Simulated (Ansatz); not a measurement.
```yaml
atoms:
  - { symbol: C, position_ang: [0.0000, 0.0000, -0.6187] }
  - { symbol: F, position_ang: [0.0000, 0.0000, 0.7447] }
  - { symbol: H, position_ang: [0.0000, -1.0360, -0.9966] }
  - { symbol: H, position_ang: [-0.8972, 0.5180, -0.9966] }
  - { symbol: H, position_ang: [0.8972, 0.5180, -0.9966] }
```

Basis set: cc-pVDZ (spherical functions). Frozen core: 2 orbitals. Charge 0, multiplicity 1.

Computed with Ansatz (development build ahead of 0.2.0); each method stands on the lowest determinant of its kind that the runs found. Restricted open shells among the atoms or ions are ROHF, correlated in semicanonical orbitals with singles.

The atomization energy at this shape (free ground-state atoms in the same class of orbitals less the molecule, no zero-point energy) of singlet CH3F:

```csv
method,atomization energy
RHF-MP2,17.06 eV
```

What does RHF give?

13.40 eV.
